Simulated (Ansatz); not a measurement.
Basis-set extrapolation for CH4ClFSi, SMILES `FC([SiH3])Cl` (PBE0-D4/def2-TZVP geometry, frozen core, Ansatz 0.2.0). Multiplicity 1, RHF reference.

```csv
,def2-TZVPP,def2-QZVPP
HF,-888.130921,-888.158970
MP2 correlation,-0.734345,-0.799021
CCSD(T) correlation,-0.807811,not run
```

Energies in hartree. Use E(X) = E(∞) + A·exp(−7.88·√X) for Hartree–Fock and E(X) = E(∞) + B·X^(−2.97) for correlation, with X = 3 and 4, and add CCSD(T) minus MP2 of the smaller set to the MP2 limit.

**Question.** What is the CCSD(T) energy at the basis-set limit?

**Answer.** HF limit: -888.158970 + (-0.028049) × 0.13774 = -888.16283. MP2 limit: -0.799021 + (-0.064676) × 0.74074 = -0.84693. Higher-order term: -0.807811 − (-0.734345) = -0.07347. Total: -889.08323 hartree, 379.4 kJ/mol below CCSD(T)/def2-TZVPP.
